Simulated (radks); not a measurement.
Coulomb parameter of the 4f shell of the promethium ion Pm2+ in the model configuration [Xe] 4f4 6s1, as a second difference U = [E(n + 0.25) + E(n - 0.25) - 2 E(n)] / (0.25)^2 with all orbitals relaxed. "Bare": the charge of the atom changes with n. "Screened": the 6s shell takes up the change at fixed total charge, which measures U(4f,4f) + U(6s,6s) - 2 U(4f,6s). Calculated with a radial shooting solver on a logarithmic mesh with Libxc functionals: scalar-relativistic Kohn-Sham, LDA (Slater exchange, Perdew-Wang correlation), spin-unpolarised, spherical densities, point nucleus.

start: configuration [Xe] 4f4 6s1; E - E(n) (eV) 0.000
bare +0.25: configuration [Xe] 4f4.25 6s1; E - E(n) (eV) -5.416
bare -0.25: configuration [Xe] 4f3.75 6s1; E - E(n) (eV) 6.474
screened +0.25: configuration [Xe] 4f4.25 6s0.75; E - E(n) (eV) -1.752
screened -0.25: configuration [Xe] 4f3.75 6s1.25; E - E(n) (eV) 2.195

U(bare) = 16.938 eV, U(screened by 6s) = 7.090 eV, against the Slater integral F0(4f,4f) = 26.891 eV with frozen orbitals.
